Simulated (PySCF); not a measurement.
# Relaxation of triplet PdOF2

Computed with PySCF, UPBE0, basis Pd def2-SVP with ECP28, O def2-SVP, F def2-SVP (scalar-relativistic core potentials, no spin–orbit coupling, density fitting). A (50,194) grid was used.

A hand-made trigonal planar start, of C2v symmetry, held to at least that symmetry:

```xyz
4
charge 0 multiplicity 3, angstrom
Pd   -0.0223   -0.0386    0.0000
O    -0.8923   -1.5455    0.0000
F     1.8177   -0.0386    0.0000
F    -0.9423    1.5549    0.0000
```

**Question.** What does it relax to?

**Answer.** It ends at C2v with Pd–F 1.870 Å (×2), Pd–O 1.732 Å; F–Pd–F 154.6°, F–Pd–O 102.7° (×2) (after a last refinement on a finer grid). No frequency check is given, so it may be a saddle point. Other isomers or separated fragments may lie lower.

**Question.** How much energy is released, and in how many steps?

**Answer.** 45.5 kJ/mol in 7 steps.

Other spin states or occupations of the open shell can lie lower.

The relaxation took of the order of 100 core-seconds on a shared host.
